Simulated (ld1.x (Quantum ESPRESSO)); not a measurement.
Logarithmic derivatives: Cl, TM

| Item | Value |
| --- | --- |
| Element | chlorine |
| Generator | ld1.x (Quantum ESPRESSO) 7.5 |
| Type | norm-conserving Troullier–Martins (Kleinman–Bylander form) |
| Functional | PBE |
| Relativity | scalar-relativistic |
| Frozen core | [Ne] |
| Valence charge | 7 |
| Reference configuration | 3s2 3p4 (charge +1) |
| Partial waves | 3s (bound): rc 0.90 bohr; 3d channel at 0.3 Ry: rc 1.45 bohr; 3p (bound): rc 1.35 bohr |
| Local potential | the p channel |
| Core correction | none |

The phase is arctan(r·u′/u) with u = r·R(r), unwrapped; energies in Ry, scanned from -4 to 5 Ry. A pole is an energy at which the radial function vanishes at the test radius. The pseudo phase is shifted by a multiple of π to meet the all-electron one at the reference energy, and phase errors are pseudo minus all-electron; the curves can meet again beyond the range given. Levels narrower than the energy grid can be missing from the lists of poles.

```csv
channel,radius (bohr),reference energy (Ry),"poles, all-electron","poles, pseudo",unbroken range about the reference energy with phases within 0.05 rad,phase error 1 Ry above the reference energy (rad)
s,1.60,-2.36,1.24,1.05,below 3.6,-0.002
p,1.60,-1.43,2.54,2.43,the whole range,-0.002
d,1.60,0.30,3.59,3.70,the whole range,+0.003
```

Phases in the p channel:

```json
{"E (Ry)": "-4.00", "all-electron": "1.058", "pseudo": "1.056"}
{"E (Ry)": "-3.76", "all-electron": "1.019", "pseudo": "1.017"}
{"E (Ry)": "-3.52", "all-electron": "0.972", "pseudo": "0.970"}
{"E (Ry)": "-3.28", "all-electron": "0.915", "pseudo": "0.912"}
{"E (Ry)": "-3.04", "all-electron": "0.843", "pseudo": "0.840"}
{"E (Ry)": "-2.80", "all-electron": "0.751", "pseudo": "0.749"}
{"E (Ry)": "-2.56", "all-electron": "0.632", "pseudo": "0.630"}
{"E (Ry)": "-2.32", "all-electron": "0.478", "pseudo": "0.476"}
{"E (Ry)": "-2.08", "all-electron": "0.280", "pseudo": "0.279"}
{"E (Ry)": "-1.84", "all-electron": "0.039", "pseudo": "0.038"}
{"E (Ry)": "-1.60", "all-electron": "-0.229", "pseudo": "-0.229"}
{"E (Ry)": "-1.36", "all-electron": "-0.487", "pseudo": "-0.487"}
{"E (Ry)": "-1.12", "all-electron": "-0.709", "pseudo": "-0.709"}
{"E (Ry)": "-0.88", "all-electron": "-0.885", "pseudo": "-0.886"}
{"E (Ry)": "-0.64", "all-electron": "-1.021", "pseudo": "-1.022"}
{"E (Ry)": "-0.40", "all-electron": "-1.126", "pseudo": "-1.128"}
{"E (Ry)": "-0.16", "all-electron": "-1.208", "pseudo": "-1.210"}
{"E (Ry)": "0.08", "all-electron": "-1.274", "pseudo": "-1.276"}
{"E (Ry)": "0.32", "all-electron": "-1.327", "pseudo": "-1.330"}
{"E (Ry)": "0.56", "all-electron": "-1.371", "pseudo": "-1.374"}
{"E (Ry)": "0.80", "all-electron": "-1.408", "pseudo": "-1.411"}
{"E (Ry)": "1.04", "all-electron": "-1.439", "pseudo": "-1.444"}
{"E (Ry)": "1.28", "all-electron": "-1.467", "pseudo": "-1.472"}
{"E (Ry)": "1.52", "all-electron": "-1.491", "pseudo": "-1.496"}
{"E (Ry)": "1.76", "all-electron": "-1.513", "pseudo": "-1.519"}
{"E (Ry)": "2.00", "all-electron": "-1.532", "pseudo": "-1.539"}
{"E (Ry)": "2.24", "all-electron": "-1.550", "pseudo": "-1.557"}
{"E (Ry)": "2.48", "all-electron": "-1.567", "pseudo": "-1.574"}
{"E (Ry)": "2.72", "all-electron": "-1.582", "pseudo": "-1.590"}
{"E (Ry)": "2.96", "all-electron": "-1.597", "pseudo": "-1.605"}
{"E (Ry)": "3.20", "all-electron": "-1.610", "pseudo": "-1.620"}
{"E (Ry)": "3.44", "all-electron": "-1.623", "pseudo": "-1.634"}
{"E (Ry)": "3.68", "all-electron": "-1.636", "pseudo": "-1.648"}
{"E (Ry)": "3.92", "all-electron": "-1.649", "pseudo": "-1.661"}
{"E (Ry)": "4.16", "all-electron": "-1.661", "pseudo": "-1.675"}
{"E (Ry)": "4.40", "all-electron": "-1.673", "pseudo": "-1.689"}
{"E (Ry)": "4.64", "all-electron": "-1.685", "pseudo": "-1.702"}
{"E (Ry)": "4.88", "all-electron": "-1.697", "pseudo": "-1.717"}
```
